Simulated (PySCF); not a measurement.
BFH2Se2, SMILES FB([SeH])[SeH].

Geometry optimised at B3LYP-D3(BJ)/def2-SVP. The structure was generated by enumeration, and PubChem lists no compound with its InChIKey, so it may never have been made. The values are those of a single conformer.

Method: B3LYP/def2-TZVP run with PySCF.

Gas-phase values at a fixed geometry.

```
Property                                                                                                       Result
---------------------------------------------------------------------------------------------  ----------------------
total energy                                                                                      -4929.23535 hartree
point group                                                                                                        Cs
highest occupied level                                                                                       -7.00 eV
lowest empty level                                                                                           -0.85 eV
orbital gap                                                                                                   6.16 eV
dipole moment                                                                                                  0.84 D
quadrupole, principal values (traceless, Buckingham form, about the centre of nuclear charge)  -3.34, -1.90, 5.24 D·Å
mean static polarisability                                                                       67.4 bohr³ (9.99 Å³)
polarisability, principal values                                                               49.7, 60.8, 91.7 bohr³
```
